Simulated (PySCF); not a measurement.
Au (gold, neutral) across methods

[Xe] 4f14 5d9 6s1 6p1, one real determinant (an excited configuration). Computed with PySCF 2.14 in def2-TZVPPD with the def2 core potential (60 electrons) (6s5p3d2f1g, 59 functions), with scalar relativity through the core potential.

```csv
method,E (hartree),mean ε 5d β (eV),mean ε 6s α (eV),mean ε 6p α (eV),Σ⟨r²⟩ (bohr²),⟨S²⟩
LDA,-135.2537,-10.386,-8.720,-2.643,61.59,3.751
PBE0,-135.4716,-11.902,-9.407,-3.290,61.19,3.752
MN15,-135.2462,-12.611,-10.313,-3.664,60.89,3.751
wB97X-V,-135.4353,-14.445,-11.487,-4.999,61.17,3.751
r2SCAN,-135.5312,-10.420,-8.803,-2.772,60.78,3.753
r2SCANh,-135.5105,-11.078,-9.167,-3.042,60.73,3.753
TPSS,-135.4409,-10.180,-8.431,-2.556,61.36,3.752
UHF,-134.61230,-16.125,-11.556,-5.174,61.75,3.754
PBE,-135.5071,-10.221,-8.448,-2.557,61.58,3.751
```

⟨L²⟩ = 8.01 against 12 for a pure F term, so this real determinant mixes terms. Energies and moments cover only the electrons outside the core potential. Spin-orbit coupling, absent here, splits the open shell strongly.
